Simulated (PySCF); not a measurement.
PySCF input file for Zn(Et)(SiH3) (C2H8SiZn), SMILES C[CH2][Zn][SiH3], TPSSh-D3(BJ)/def2-SVP. 

```python
import numpy as np
from pyscf import gto, scf, dft
import os
os.environ['JAX_PLATFORMS'] = 'cpu'
from ase import Atoms, units
from ase.calculators.calculator import Calculator, all_changes
from sella import Sella

mol = gto.M(
    atom='''
    Zn    0.43663887   -0.28444207   -0.03571050
    C    -0.47115330   -1.31006021   -1.60260034
    C    -1.79161513   -0.55484980   -1.79251289
    H    -0.69958023   -2.35435740   -1.38045209
    H     0.06476223   -1.31544505   -2.55266185
    H    -1.61821212    0.47830487   -2.10015026
    H    -2.38083168   -0.54075113   -0.87208307
    H    -2.40628590   -1.02567971   -2.56406935
    Si    0.44799298    1.36501134    1.74005257
    H    -0.22325988    0.91941842    2.97216611
    H    -0.27942971    2.59054416    1.36773215
    H     1.74838023    1.86052930    2.21077666
    ''',
    basis='def2-SVP',
    charge=0,
    spin=0,
    max_memory=1600,
    verbose=3,
)
mf = dft.RKS(mol, xc='tpssh').density_fit(auxbasis='def2-universal-jkfit')
mf.disp = 'd3bj'
mf.grids.level = 4
mf.conv_tol = 1e-9
mf.max_cycle = 100
mf.kernel()
grad = mf.nuc_grad_method()
grad.grid_response = mol.nao <= 150
scan = grad.as_scanner()
scan.verbose = scan.base.verbose = 0
class SCF(Calculator):
    implemented_properties = ['energy', 'forces']
    def calculate(self, atoms=None, properties=None, system_changes=all_changes):
        super().calculate(atoms, properties, system_changes)
        e, g = scan(mol.set_geom_(self.atoms.positions, unit='Angstrom', inplace=False))
        assert scan.converged
        self.results = {'energy': float(e) * units.Hartree, 'forces': -np.asarray(g) * units.Hartree / units.Bohr}
atoms = Atoms(mol.elements, mol.atom_coords(unit='Angstrom'), calculator=SCF())
conv = Sella(atoms, order=0, internal=True, allow_fragments=True).run(fmax=0.002, steps=150)
mol_eq = mol.set_geom_(atoms.positions, unit='Angstrom', inplace=False)
print(mol_eq.tostring(format='xyz'))
mf.reset(mol_eq)
mf.verbose = 3
mf.kernel()
```

It prints:

```
converged SCF energy = -2149.51965252357
     Step          Energy         fmax         cmax       rtrust          rho
Sella   0   -58491.409032       1.0550       0.0000       0.1000       1.0000
Sella   1   -58491.529127       1.0550       0.0000       0.1000       1.4835
Sella   2   -58491.609427       0.6818       0.0000       0.1000       1.1405
Sella   3   -58491.631324       0.2918       0.0000       0.1000       1.7306
Sella   4   -58491.652732       0.3141       0.0000       0.1000       1.0000
Sella   5   -58491.658730       0.1719       0.0000       0.1000       1.8193
Sella   6   -58491.677508       0.1311       0.0000       0.1000       1.1480
Sella   7   -58491.682659       0.1443       0.0000       0.1000       1.4646
Sella   8   -58491.686777       0.1578       0.0000       0.1000       1.2779
Sella   9   -58491.687832       0.0999       0.0000       0.1000       1.2528
Sella  10   -58491.688075       0.0612       0.0000       0.1000       1.3254
Sella  11   -58491.688188       0.0403       0.0000       0.1000       1.4205
Sella  12   -58491.688267       0.0287       0.0000       0.1000       1.3384
Sella  13   -58491.688298       0.0181       0.0000       0.1000       1.2876
Sella  14   -58491.688308       0.0153       0.0000       0.1000       1.3175
Sella  15   -58491.688311       0.0107       0.0000       0.1000       1.3841
Sella  16   -58491.688313       0.0062       0.0000       0.1000       1.3133
Sella  17   -58491.688314       0.0035       0.0000       0.1000       1.3237
Sella  18   -58491.688314       0.0022       0.0000       0.1000       1.3612
12
XYZ from PySCF
Zn         -0.04099527        0.05035942        0.05124308
C          -0.56884239       -1.08454682       -1.46902943
C          -1.94924760       -0.77798834       -2.06971348
H          -0.52802736       -2.13879483       -1.13579891
H           0.21090565       -0.99175965       -2.24847341
H          -2.01294095        0.25609242       -2.44850541
H          -2.75696532       -0.89922249       -1.32824273
H          -2.18954601       -1.44506231       -2.91719552
Si          0.60146678        1.42578700        1.89429897
H           0.03258300        0.94648419        3.19265820
H           0.14902921        2.84328903        1.73554576
H           2.08538308        1.47756624        2.08007143
converged SCF energy = -2149.52991596917
```

The run converged.

Cost: roughly 8 core-minutes.
